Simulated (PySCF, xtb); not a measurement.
Si(H)2(Cl)(OMe) (CH₅ClOSi), SMILES O(C)[SiH2]Cl.

GFN2-xTB in xtb at its own geometry gives an orbital gap of 6.42 eV and a dipole moment of 1.98 D.

The structure is a stationary point at PBE-D3(BJ)/def2-SVP. Other conformers were not sampled.

What does PySCF with r2SCAN/def2-TZVP give? (Estimate from the structure and the level; the computed values follow.)

gap 7.28 eV (levels -7.40 and -0.12 eV), dipole 1.42 D.
